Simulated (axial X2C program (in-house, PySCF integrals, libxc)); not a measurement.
# Bond lengths and stretching modes, held linear, of SbNC

Calculated with an in-house all-electron X2C program for linear molecules (integrals from PySCF): two-component X2C with atomic mean-field Coulomb and Gaunt terms, Gaussian nuclei, basis Sb dyall-v3z, N dyall-av3z, C dyall-v3z with contracted cores. Spin-free rows use the one-electron spin-free X2C Hamiltonian.

Masses Sb 120.904, N 14.003, C 12.000 u. States: 2c Ω = 1 (beyond evenly filled blocks: ω = -1/2, ω = 3/2); spin-free M_S = 1, Λ = 0 (beyond evenly filled blocks: π+α, π-α).

LDA, 2c: energies above the lowest point

| r(Sb–N) (Å) | r(N–C) (Å) | E (meV) |
| --- | --- | --- |
| 1.9783 | 1.1476 | 70.35 |
| 1.9783 | 1.1770 | 6.99 |
| 1.9783 | 1.2064 | 30.20 |
| 2.0290 | 1.1476 | 60.19 |
| 2.0290 | 1.1770 | 0.00 |
| 2.0290 | 1.2064 | 26.68 |
| 2.0290 | 1.2359 | 124.80 |
| 2.0797 | 1.1476 | 90.58 |
| 2.0797 | 1.1770 | 32.93 |
| 2.0797 | 1.2064 | 62.40 |
| 2.1305 | 1.1770 | 96.82 |
| 2.1305 | 1.2359 | 232.24 |

Fit a quadratic surface with cubic terms in each bond: where is the minimum, and what are the two stretching wavenumbers?

At LDA, 2c: bonds 2.011 and 1.182 Å; harmonic stretches 456.9 and 2041.7 cm⁻¹; force constants 2.69, 15.6 and coupling 0.30 mdyn/Å.

The other levels and Hamiltonians give:

| Hamiltonian | level | r(Sb–N) (Å) | r(N–C) (Å) | lower stretch (cm⁻¹) | upper stretch (cm⁻¹) |
| --- | --- | --- | --- | --- | --- |
| 2c | PBE0 | 2.028 | 1.176 | 455.9 | 2111.9 |
| 2c | HF | 2.032 | 1.155 | 470.6 | 2268.6 |
| 2c | MP2 | 2.042 | 1.186 | 452.3 | 2154.5 |
| spin-free | PBE0 | 2.027 | 1.176 | 458.1 | 2112.4 |
| spin-free | HF | 2.031 | 1.155 | 472.7 | 2269.1 |
| spin-free | LDA | 2.009 | 1.182 | 459.5 | 2042.5 |
| spin-free | MP2 | 2.040 | 1.186 | 453.9 | 2154.4 |

Each state is one determinant, the lowest of a limited PBE0 search; the stretches come from a fit to these few points and carry an uncertainty of a few per cent. Other orders of the atoms were not compared. MP2 freezes inner shells (threshold -2 hartree). The molecule was held linear; bending was not examined, so a bent shape may lie lower. Open-shell Ω = 0 determinants with evenly filled partner blocks cannot be reached by this program, so the Ω shown need not be the lowest component. Note: several unpaired electrons, one determinant need not be a pure state.
